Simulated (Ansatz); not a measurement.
One geometry of Ag(CO)H (CHAgO), several levels of theory.

```yaml
crystal:
  periodic: [false, false, false]
  atoms:
    - {symbol: Ag, position_ang: [-0.059839, 0.169564, -0.879412]}
    - {symbol: C, position_ang: [0.078099, -0.218848, 1.131703]}
    - {symbol: O, position_ang: [0.150295, -0.431136, 2.230095]}
    - {symbol: H, position_ang: [-0.168555, 0.480419, -2.482386]}
basis:
  gaussian: {orbitals: def2-TZVP, initial_orbitals: start.molden}
hamiltonian: {xc: lda}
scf: {omitted_lower_state_checks: [starts]}
output: {orbitals: {seedname: orbitals}}
```

The file start.molden holds the orbitals of an earlier run on this structure, at another level or in another basis.

```sh
$ ansatz run in.yaml --threads 4 --pin off --events-out ev --progress --plain --max-ram 3916MiB
```

Shortened log:

```
Functional definition: SPW92
728 factors; their error is unknown
mean field evaluation 1: about -7069.4311 eV, gradient 2.9e1 eV
mean field evaluation 2: about -7069.7320 eV, gradient 4.9e-1 eV
mean field evaluation 4: about -7069.7328 eV, gradient 1.0e-1 eV
mean field -7069.73282734 eV, -259.8078893678 hartree, gradient 2.0e-5 eV, S^2 0.000000; 0 other end points of the search recorded, 0 dependent functions left out
reference -7069.73286788 eV, -259.8078908576 hartree; 17, 17 occupied and 91, 91 virtual orbitals, 728 factors
Total energy: -7069.73286788 eV, -259.8078908576 hartree
Checks for a lower state left out: starts
```

Hardware: 4 threads of Arm Neoverse V1 on a shared host. Wall time 0.35 s.

The first input with `hamiltonian: {xc: {text: "exchange = 0.85*pbe_x + 0.15*exact_x\ncorrelation = pbe_c"}}` (abridged; 0.6 s):

```
Functional definition: unnamed
mean field -7097.35080066 eV, -260.8228311670 hartree, gradient 2.5e-5 eV, S^2 0.000000
Total energy: -7097.35083688 eV, -260.8228324983 hartree
Checks for a lower state left out: starts
```

First input, but with `gaussian: {orbitals: def2-TZVPD, initial_orbitals: start.molden}`, `hamiltonian: {xc: pbe0, dispersion: d4}` (abridged; 0.8 s):

```
Functional definition: PBE0
mean field -7097.07594177 eV, -260.8127302892 hartree, gradient 8.7e-5 eV, S^2 0.000000
Total energy: -7097.13054345 eV, -260.8147368640 hartree
Checks for a lower state left out: starts
```

As the first input, with `gaussian: {orbitals: def2-TZVPD, initial_orbitals: start.molden}`, `hamiltonian: {xc: pbe, dispersion: d4}` (abridged; 0.8 s):

```
Functional definition: PBE
mean field -7097.88350423 eV, -260.8424076620 hartree, gradient 2.6e-5 eV, S^2 0.000000
Total energy: -7097.94856038 eV, -260.8447984317 hartree
Checks for a lower state left out: starts
```

As the first input, with `hamiltonian: {xc: hf}` (abridged; 0.3 s):

```
Functional definition: HF
mean field -7059.96750246 eV, -259.4490202976 hartree, gradient 1.4e-5 eV, S^2 0.000000
Total energy: -7059.96750246 eV, -259.4490202976 hartree
Checks for a lower state left out: starts
```

As the first input, with `gaussian: {orbitals: def2-TZVPD, initial_orbitals: start.molden}`, `hamiltonian: {xc: r2scan, dispersion: d4}` (abridged; 1.4 s):

```
Functional definition: r2SCAN
mean field -7100.64910512 eV, -260.9440416203 hartree, gradient 2.3e-5 eV, S^2 0.000000
Total energy: -7100.66350334 eV, -260.9445707452 hartree
Checks for a lower state left out: starts
```

The first input with `gaussian: {orbitals: def2-SVP, initial_orbitals: start.molden}`, `hamiltonian: {xc: pbe, dispersion: d4}` (abridged; 0.4 s):

```
Functional definition: PBE
mean field -7093.11932999 eV, -260.6673274881 hartree, gradient 7.3e-6 eV, S^2 0.000000
Total energy: -7093.18438109 eV, -260.6697180719 hartree
Checks for a lower state left out: starts
```

Geometry: PBE0-D4/def2-TZVP.

In the def2 sets Ag takes a core potential; there is no spin–orbit coupling.
